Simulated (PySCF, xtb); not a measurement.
PbClBr, SMILES [Cl][Pb][Br] (connectivity only; charge and spin as stated), neutral, multiplicity 1.

xtb with GFN2-xTB at its own geometry gives an orbital gap of 2.69 eV and a dipole moment of 7.40 D.

Geometry: B3LYP-D3(BJ)/def2-TZVP. The def2 effective core potentials stand for the cores of Pb; spin–orbit coupling is left out.

What does PBE/def2-TZVPD (PySCF) give? (The exact figures need the calculation; the answer reports its results.)

gap 2.92 eV (levels -6.83 and -3.91 eV), dipole 4.22 D.
